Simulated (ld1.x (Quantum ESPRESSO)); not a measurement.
# Which change was made? (Cd, TM)

```json
{
  "Element": "cadmium (Cd)",
  "Generator": "ld1.x (Quantum ESPRESSO) 7.5",
  "Type": "norm-conserving Troullier–Martins (Kleinman–Bylander form)",
  "Functional": "PBE",
  "Relativity": "fully relativistic",
  "Frozen core": "[Ar] 3d10 4s2",
  "Valence charge": "18",
  "Reference configuration": "4p6 4d10 5s2 5p0",
  "Partial waves": "5s (bound): rc 2.15 bohr; 4d (bound): rc 1.40 bohr; 4p (bound): rc 1.20 bohr",
  "Local potential": "the p channel",
  "Core correction": "Bessel-smoothed model core inside 1.00 bohr"
}
```

Open shells are filled in proportion to 2j + 1 (rel_dist='average').

Cutoffs, loose and tight: the cutoffs (Ry, on a coarse ladder) from which the occupation-weighted sum of valence levels, in a spherical-Bessel basis at the reference potential, stays within 10 and 1 mRy of its value at 400 Ry. They do not see the model core or the augmentation charge, which bear on the density cutoff. Test errors are all-electron minus pseudo excitation energies from the reference, over the configurations 4p6 4d10 5s1 5p0; 4p6 4d10 5s0 5p0; 4p6 4d9 5s0 5p0; 4p5 4d10 5s2 5p0; 4p6 4d10 5s0 5p2; 4p6 4d9 5s2 5p1; 4p6 4d10 5s1 5p1; variants that change the core or the reference have their own tests.

The base gives: outcome: generated, misses its reference levels by 3.95 eV; cutoff, loose: 100 Ry; cutoff, tight: 160 Ry; bound ghosts: p1/2 (extra level of the local part), s; largest test error (meV): +70.

(1) After one change the result is: outcome: generated; bound ghosts: not determined; largest test error (meV): -260. Which change was it?
A. core [Ar] 3d10, valence charge 20; reference 4s2 4p6 4d10 5s1 5p0; waves now 4p (bound): rc 0.90 bohr; 4d (bound): rc 1.75 bohr; 4s (bound): rc 0.95 bohr; local potential the s channel; core correction none
B. all radii but the core radius scaled by about 1.23 (s 2.64, p 1.48, d 1.72 bohr)
C. type TM semilocal; scalar-relativistic; local potential the d channel

Answers

(1) A. The others give: type TM semilocal; scalar-relativistic; local potential the d channel → outcome: generated; cutoff, loose: 100 Ry; cutoff, tight: 160 Ry; bound ghosts: none; largest test error (meV): -100 | all radii but the core radius scaled by about 1.23 (s 2.64, p 1.48, d 1.72 bohr) → outcome: generated, misses its reference levels by 3.94 eV; cutoff, loose: 70 Ry; cutoff, tight: 100 Ry; bound ghosts: s; largest test error (meV): +282.
